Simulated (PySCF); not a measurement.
**TDDFT excited states: C6H6S2**

Species: 1,2-benzenedithiol, C₆H₆S₂.
Cartesian coordinates in Å at the PBE0-D3(BJ)/def2-SVP level; atoms count from 1:
```xyz
14
C6H6S2 angstrom
S      2.5425   -1.1061   -0.2002
C      0.8610   -0.5802   -0.0683
C     -0.1796   -1.4602    0.2509
C     -1.4957   -1.0123    0.3070
C     -1.7919    0.3249    0.0495
C     -0.7620    1.2118   -0.2481
C      0.5648    0.7758   -0.3106
S      1.8170    1.9396   -0.7747
H      2.3429   -2.3265    0.3420
H      0.0430   -2.5129    0.4416
H     -2.2933   -1.7178    0.5503
H     -2.8229    0.6822    0.0932
H     -0.9747    2.2688   -0.4238
H      2.7406    1.5300    0.1273
```

Computed, not measured: PySCF, TDDFT B3LYP/def2-SVPD, vertical, gas phase, core orbitals frozen in the response.

```csv
state,E (eV),E (kJ/mol),λ (nm),f,"main configurations (H = HOMO, L = LUMO)"
S1,4.52,436,274.2,0.021,"H→L (80%), H-1→L+1 (18%)"
S2,4.83,466,256.9,0.047,"H→L+1 (57%), H→L+2 (33%)"
S3,4.86,469,254.9,0.052,"H→L+2 (60%), H→L+1 (30%)"
S4,5.34,515,232.2,0.026,"H-1→L (59%), H-1→L+2 (22%)"
S5,5.40,521,229.6,0.035,"H-1→L+2 (37%), H-1→L (25%), H→L+3 (15%)"
S6,5.42,523,228.9,0.091,"H→L+3 (70%), H-1→L+1 (17%)"
```

The lowest singlet comes at 274 nm (436 kJ/mol) in the ultraviolet; it is weak; its leading configuration is HOMO→LUMO (80%). The most intense listed level is S6 at 5.42 eV (229 nm, f = 0.091), 0.90 eV above S1. It is the last of those listed, so stronger ones may follow. Löwdin shares by element: HOMO sulfur 48%, carbon 24% or more (atoms not listed hold the other 27%); LUMO carbon 63% or more (atoms not listed hold the other 37%). The listed states span 0.90 eV, and the widest gap between neighbours is 0.47 eV (S3 to S4). Of the 6 states listed, 6 reach f = 0.01 and none stays under 0.0005. The oscillator strengths of these states sum to 0.272; summed over the whole spectrum of an exact calculation they would give the number of electrons, 74 (Thomas–Reiche–Kuhn). The window holds the lowest 6 singlets.

One conformer stands for the species.
